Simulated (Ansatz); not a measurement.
Frontier orbitals of C$_{2}$H$_{6}$OSSi (`C=C(S)O[SiH3]`).

Cartesian coordinates in Å:
```
C -1.121 0.885 1.564
C -0.660 0.148 0.560
S -0.967 -1.595 0.495
O 0.112 0.672 -0.415
Si 1.390 -0.084 -1.170
H -1.798 0.460 2.289
H -0.823 1.921 1.657
H -1.424 -1.620 -0.770
H 0.926 -1.114 -2.132
H 2.057 1.016 -1.904
H 2.309 -0.689 -0.176
```

Total charge 0; spin multiplicity 1. All single points use the PBE0-D4/def2-TZVP geometry. It is one conformer, not always the lowest. Basis def2-TZVPP, Ansatz.

| functional | HOMO (eV) | LUMO (eV) | gap (eV) |
| --- | --- | --- | --- |
| PBE | -5.77 | -1.15 | 4.62 |
| PBE0 | -6.90 | -0.18 | 6.72 |
| BHLYP | -7.89 | 0.81 | 8.70 |
| ωB97M-V | -9.07 | 1.70 | 10.77 |

From PBE to PBE0 the HOMO moves by −1.13 eV and the LUMO by +0.97 eV, and with ωB97M-V by −3.31 and +2.85 eV, so the gap grows from 4.62 to 10.77 eV with exact exchange. A positive LUMO is unbound and depends on the basis.
